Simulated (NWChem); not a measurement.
System: tert-butylthiol (C$_{4}$H$_{10}$S); SMILES CC(C)(C)S

Input file for NWChem:

```
start job
memory heap 200 mb stack 900 mb global 1100 mb
geometry units angstroms noautosym nocenter noautoz
  C      0.711962     0.845569     1.263347
  C     -0.002002     0.344331     0.000000
  C      0.711962     0.845569    -1.263347
  C     -1.471715     0.794156     0.000000
  S     -0.060462    -1.526988     0.000000
  H      0.711761     1.943881     1.284012
  H      0.215419     0.483575     2.168715
  H      1.755787     0.512523     1.290848
  H      0.215419     0.483575    -2.168715
  H      0.711761     1.943881    -1.284012
  H      1.755787     0.512523    -1.290848
  H     -2.000232     0.431814    -0.888295
  H     -2.000232     0.431814     0.888295
  H     -1.520629     1.889964     0.000000
  H      1.275962    -1.727472     0.000000
end
basis spherical
  C library pcsseg-1
  S library pcsseg-1
  H library pcsseg-1
end
dft
  xc bhlyp
  iterations 150
end
property
  shielding 10 1 2 4 5 6 7 8 12 14 15
end
task dft property
```

Output (shortened):

```
             Northwest Computational Chemistry Package (NWChem) 7.3.0
             --------------------------------------------------------

                             Geometry "geometry" -> ""
                             -------------------------

 Output coordinates in angstroms (scale by  1.889725989 to convert to a.u.)

  No.       Tag          Charge          X              Y              Z
 ---- ---------------- ---------- -------------- -------------- --------------
    1 C                    6.0000     0.71196200     0.84556900     1.26334700
    2 C                    6.0000    -0.00200200     0.34433100     0.00000000
    3 C                    6.0000     0.71196200     0.84556900    -1.26334700
    4 C                    6.0000    -1.47171500     0.79415600     0.00000000
    5 S                   16.0000    -0.06046200    -1.52698800     0.00000000
    6 H                    1.0000     0.71176100     1.94388100     1.28401200
    7 H                    1.0000     0.21541900     0.48357500     2.16871500
    8 H                    1.0000     1.75578700     0.51252300     1.29084800
    9 H                    1.0000     0.21541900     0.48357500    -2.16871500
   10 H                    1.0000     0.71176100     1.94388100    -1.28401200
   11 H                    1.0000     1.75578700     0.51252300    -1.29084800
   12 H                    1.0000    -2.00023200     0.43181400    -0.88829500
   13 H                    1.0000    -2.00023200     0.43181400     0.88829500
   14 H                    1.0000    -1.52062900     1.88996400     0.00000000
   15 H                    1.0000     1.27596200    -1.72747200     0.00000000

 Effective nuclear repulsion energy (a.u.)     243.2492878894

                              NWChem Property Module
                              ----------------------

  itol2e modified to match energy
  convergence criterion.

                                 NWChem DFT Module
                                 -----------------

[...]

          -----------------------------------------
          Chemical Shielding Tensors (GIAO, in ppm)
          -----------------------------------------

                                NWChem CPHF Module
                                ------------------

  scftype          =     RHF
  nclosed          =       25
  nopen            =        0
  variables        =     2925
  # of vectors     =        3
  tolerance        = 0.10D-03
  level shift      = 0.00D+00
  max iterations   =       50
  max subspace     =       30

 SCF residual:    4.8026169103770141E-005

Iterative solution of linear equations
  No. of variables     2925
  No. of equations        3
  Maximum subspace       30
        Iterations       50
       Convergence  1.0D-04

   iter   nsub   residual    time
   ----  ------  --------  ---------
     1      3    7.22D-01      98.9
     2      6    9.33D-02     107.3
     3      9    1.57D-02     115.8
     4     12    8.14D-04     124.3
     5     15    7.72D-05     132.8

      Atom:    1  C
        Diamagnetic
    245.9053      3.1172      7.2475
      3.1172    245.4297      5.7160
      7.2475      5.7160    253.6452

        Paramagnetic
   -109.0093      6.0438     12.4059
      6.0438   -102.8027     10.3080
     12.4059     10.3080    -91.9230

        Total Shielding Tensor
    136.8960      9.1611     19.6534
      9.1611    142.6270     16.0240
     19.6534     16.0240    161.7222

           isotropic =     147.0817
          anisotropy =      51.4033

          Principal Components and Axis System
                 1           2           3
              181.3506    133.8397    126.0549

      1         0.4377     -0.1783      0.8813
      2         0.4302      0.9022     -0.0312
      3         0.7895     -0.3928     -0.4716

      Atom:    2  C
        Diamagnetic
    247.9361      0.8687      0.0000
      0.8687    249.7539     -0.0000
      0.0000     -0.0000    248.1514

        Paramagnetic
   -121.6302      0.0060      0.0000
      0.0060    -91.2224     -0.0000
      0.0000     -0.0000   -121.9456

        Total Shielding Tensor
    126.3059      0.8748      0.0000
      0.8748    158.5315     -0.0000
      0.0000     -0.0000    126.2058

           isotropic =     137.0144
          anisotropy =      32.3112

          Principal Components and Axis System
                 1           2           3
              158.5552    126.2822    126.2058

      1         0.0271      0.9996     -0.0000
      2         0.9996     -0.0271      0.0000
      3        -0.0000      0.0000      1.0000

      Atom:    3  C
        Diamagnetic
    259.1036     -6.1343      0.0000
     -6.1343    245.3773      0.0000
      0.0000      0.0000    242.0801

        Paramagnetic
    -79.1926     -8.2720     -0.0000
     -8.2720   -102.1112      0.0000
     -0.0000      0.0000   -103.4128

        Total Shielding Tensor
    179.9109    -14.4062     -0.0000
    -14.4062    143.2661      0.0000
     -0.0000      0.0000    138.6673

           isotropic =     153.9481
          anisotropy =      46.4223

          Principal Components and Axis System
                 1           2           3
              184.8963    138.6673    138.2808

      1         0.9450      0.0000      0.3270
      2        -0.3270      0.0000      0.9450
      3        -0.0000      1.0000     -0.0000

      Atom:    4  S
        Diamagnetic
   1053.8840     -0.9245     -0.0000
     -0.9245   1063.3185     -0.0000
     -0.0000     -0.0000   1049.5319

[...]
```

Level: BHandHLYP/pcSseg-1, GIAO. Structure relaxed at the B3LYP/6-31G* (spherical d) level. The output numbers the shielded atoms by their place in the input's list. The printed shielding anisotropy is the first printed principal value minus the mean of the other two.
